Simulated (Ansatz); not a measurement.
A nudged elastic band was laid between two geometries of AlFH2 + AsH3 (8 atoms, charge 0, multiplicity 1).

Method: Ansatz 0.2.0, UKS PBE0-D4/def2-SVP.

| Item | Value |
| --- | --- |
| movable images | 5 |
| climbing image | yes |
| spring | 5.0 eV/Å² |
| optimiser | quadratic models (default) |
| start path | through a guess of the saddle point |
| force threshold | 0.03 eV/Å |
| iteration limit | 60 |
| end points | relaxed |

Image 0:

```xyz
8
Properties=species:S:1:pos:R:3
Al -0.068 -0.057 -1.297
F -1.460 -0.996 -1.333
H 1.312 -0.827 -1.275
H -0.262 1.488 -1.575
H -1.011 -0.328 0.904
As -0.060 0.257 1.953
H 0.540 1.251 0.959
H 1.009 -0.788 1.663
```

Image 6:

```xyz
8
Properties=species:S:1:pos:R:3
Al 0.263 0.066 -0.973
F -1.612 -0.826 -0.806
H 1.104 -1.123 -1.605
H -0.110 1.393 -1.763
H -1.651 -0.780 0.143
As 0.088 0.139 1.499
H 0.477 1.590 1.688
H 1.442 -0.458 1.816
```

Question: What changes between the two ends?

Answer: Bonds broken: H5–As6. Bonds formed: Al1–As6, F2–H5. AlFH2 + AsH3 becomes AlAsFH5.

Question: Give the energies along the band, and the barrier.

Answer: The run converged. The highest image is number 3 of 0 to 6, 1.00 eV above the first end and 0.17 eV above the last; the last end lies 0.83 eV above the first. A vibrational analysis at the climbing image gives one clearly imaginary mode, 628i cm⁻¹: a first-order saddle point. The orbitals stay closed-shell, which can raise the energy where a bond breaks towards radicals; this wasn't checked here.

| image | path coordinate (Å) | energy (eV) | H5–As6 (Å) | Al1–As6 (Å) | F2–H5 (Å) |
| --- | --- | --- | --- | --- | --- |
| 0 | 0.00 | 0.00 | 1.53 | 3.27 | 2.38 |
| 1 | 0.57 | 0.00 | 1.53 | 3.29 | 2.35 |
| 2 | 1.14 | 0.28 | 1.58 | 2.96 | 1.71 |
| 3 | 1.71 | 1.00 | 1.91 | 2.66 | 1.11 |
| 4 | 1.99 | 0.93 | 2.09 | 2.56 | 1.00 |
| 5 | 2.27 | 0.86 | 2.24 | 2.50 | 0.97 |
| 6 | 2.55 | 0.83 | 2.39 | 2.48 | 0.95 |

Question: What is the geometry of the highest image?

Answer: 
```xyz
8
Properties=species:S:1:pos:R:3:forces:R:3
Al 0.151 0.021 -0.973 0.00 0.00 0.00
F -1.551 -0.790 -0.759 0.00 0.00 0.01
H 1.182 -1.076 -1.458 0.00 0.00 0.00
H -0.051 1.457 -1.604 0.00 0.00 0.00
H -1.245 -0.577 0.286 0.00 -0.01 -0.01
As -0.099 0.054 1.674 0.00 0.00 0.00
H 0.334 1.475 1.351 0.00 0.00 0.00
H 1.278 -0.563 1.483 0.00 0.00 0.00
```

Question: What are the harmonic wavenumbers there?

Answer: 628i, 133, 264, 303, 395, 427, 452, 504, 607, 753, 876, 973, 987, 1666, 1956, 1973, 2238, 2255 cm⁻¹.

The band took 16 iterations and roughly 8 core-minutes.

Time of the run: 4.1 min on 2 threads of Arm Neoverse V1 (shared host), peak memory 0.26 GiB.
